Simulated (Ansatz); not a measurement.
CH6N2OSi, SMILES `NC1(O)N[SiH2]1`. Charge 0, multiplicity 1. All single points use the PBE0-D4/def2-TZVP geometry. It is one conformer, not always the lowest.

```xyz
11

N     0.896    0.496   -1.153
C     0.373   -0.170   -0.012
O     1.315   -1.019    0.581
N    -0.327    0.669    0.959
Si   -1.478   -0.308    0.097
H     1.040   -0.160   -1.909
H     1.804    0.894   -0.923
H     1.104   -1.051    1.520
H    -0.201    1.667    0.861
H    -2.339    0.291   -0.949
H    -2.187   -1.308    0.926
```

(1) What is the dipole moment at PBE/def2-TZVPP? (Best estimate.)

(2) And with r2SCAN, B3LYP, ωB97M-V? (An estimate is asked.)

(3) Give the Mulliken charges with PBE, ωB97M-V, r2SCAN in def2-TZVPP. (Estimate.)

## Answers

(1) Computed: 0.54 D, with components (-0.19, 0.48, -0.14) D in this frame, pointing from negative to positive charge.

(2) The calculation gave: r2SCAN 0.57 D, B3LYP 0.67 D, ωB97M-V 0.72 D.

(3) The calculation gave: 
```tsv
atom	PBE	ωB97M-V	r2SCAN
N1	-0.30	-0.26	-0.33
C2	0.11	0.11	0.16
O3	-0.28	-0.30	-0.34
N4	-0.29	-0.33	-0.37
Si5	0.26	0.32	0.40
H6	0.16	0.13	0.16
H7	0.13	0.11	0.13
H8	0.18	0.18	0.20
H9	0.14	0.11	0.14
H10	-0.06	-0.02	-0.07
H11	-0.06	-0.03	-0.08
```

B3LYP here is the variant with VWN-RPA as its local correlation; programs differ in this.
